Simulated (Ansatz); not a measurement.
Born–Oppenheimer molecular dynamics of a periodic cell of 19 atoms, MgC$_{18}$ (surface graphene monolayer, adsorbate Mg). It starts from a relaxed structure.

These are results of DFT PBE, scalar-relativistic, plane waves, PAW in Ansatz 0.2.0, not measurements. Settings: accuracy low, cutoff 420 eV, k mesh 2x2x1, fermi-dirac smearing 0.02 eV, no spin polarisation.

| Property | Result |
| --- | --- |
| ensemble | NVT, Nosé–Hoover chain |
| time step | 1 fs |
| steps asked | 90 |
| set temperature | 1200 K |
| thermostat | time constant 200 fs, chain length 1 |
| seed | 353096 |

First frame:

```xyz
19
Lattice="7.3980 0.0000 0.0000 -3.6990 6.4069 0.0000 0.0000 0.0000 13.0000" Properties=species:S:1:pos:R:3
C 0.023 -0.019 0.893
C 1.249 0.688 0.893
C -1.225 2.117 0.893
C 0.023 2.837 0.893
C -2.450 4.265 0.893
C -1.225 4.973 0.893
C 2.474 -0.019 0.893
C 3.722 0.702 0.893
C 1.249 2.130 0.893
C 2.474 2.837 0.893
C 0.023 4.252 0.893
C 1.249 4.960 0.893
C 4.948 -0.006 0.893
C 6.173 0.701 0.893
C 3.722 2.116 0.893
C 4.948 2.824 0.893
C 2.474 4.252 0.893
C 3.722 4.973 0.893
Mg 1.237 3.556 4.892
```

Q: What does the run give?

A: The run went to its last step.

* steps done: 90
* time covered: 90 fs
* mean temperature over the second half: 635 K
* spread of the potential energy over the second half: 20.0 meV per atom
* mean potential energy of the second half above the start: 74.1 meV per atom

The conserved energy stayed within 1.1 meV per atom of its start (net change 0.72 meV per atom), so the integration is sound. The mean temperature of the second half is 47 % below the set value. A run of 0.09 ps of so small a system gives no equilibrium averages. Limits of this set-up: slab without dipole correction, low accuracy level.

Q: What happens to the structure?

A: Mean squared displacements from the first frame to the last, about the centre of mass: C 0.01 Å², Mg 0.26 Å². The details hang on the random start.

Q: How do temperature and energy run in time?

A: 
| time (fs) | T (K) | potential energy less start (eV) | conserved less start (meV/atom) |
| --- | --- | --- | --- |
| 0.0 | 1200 | 0.000 | 0.00 |
| 7.0 | 337 | 2.029 | 1.05 |
| 14.0 | 594 | 1.422 | 0.50 |
| 21.0 | 590 | 1.439 | 0.69 |
| 28.0 | 633 | 1.347 | 0.75 |
| 35.0 | 722 | 1.143 | 0.46 |
| 42.0 | 542 | 1.574 | 0.69 |
| 49.0 | 525 | 1.623 | 0.66 |
| 56.0 | 681 | 1.268 | 0.49 |
| 63.0 | 725 | 1.188 | 0.83 |
| 70.0 | 797 | 1.037 | 0.47 |
| 77.0 | 301 | 2.213 | 0.95 |
| 84.0 | 737 | 1.208 | 0.50 |

The run took 12 min on 1 thread of Intel(R) Xeon(R) Platinum 8259CL CPU @ 2.50GHz (Skylake/Cascade Lake), with other jobs on the host, peak memory 0.82 GiB.
